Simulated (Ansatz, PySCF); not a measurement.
Gas-phase reaction in SMILES: O=[SiH2] [oxosilane] -> O=[SiH-] + H+
Structures are relaxed separately at B3LYP-D3(BJ)/def2-TZVP in Ansatz (a quantum-chemistry and plane-wave program). Frequencies are from Ansatz or PySCF. Unstable Hartree-Fock reference: O=[SiH-].
Geometry of the first species:
```xyz
4

Si     0.0729    -0.4313    -0.0029
O     -0.1804     1.0669     0.0071
H     -0.9986    -1.4531    -0.0255
H      1.4209    -1.0442     0.0090
```
Charge 0, spin multiplicity 1.

Property: gas-phase deprotonation energy (enthalpy at 298 K, with B3LYP-D3(BJ) rigid-rotor harmonic-oscillator terms), in kJ/mol. Cores are frozen in the correlated levels unless marked. No spin-orbit coupling. No relativistic terms. FCI takes restricted orbitals. Anions need diffuse functions: aug- sets have them; def2-D sets add few; the other sets have none. CBS(X,Y): correlation extrapolated as X^-3; Hartree-Fock from the larger set.

| level | program | gas-phase deprotonation energy (kJ/mol) |
|---|---|---|
| HF/def2-QZVPP | Ansatz | 1492.3 |
| r2SCAN-D3(BJ)/def2-TZVPD | Ansatz + dftd3 | 1469.1 |
| BHLYP-D3(BJ)/def2-TZVPD | Ansatz + dftd3 | 1477.0 |
| PW6B95-D4/def2-TZVPD | PySCF + dftd4 | 1466.9 |

### Question
Predict the CCSD(T)/CBS(aug-cc-pV(T+d)Z,aug-cc-pV(Q+d)Z) result (Ansatz).

### Answer
1466.1 kJ/mol, so PW6B95-D4/def2-TZVPD differs from it by 0.8 kJ/mol.
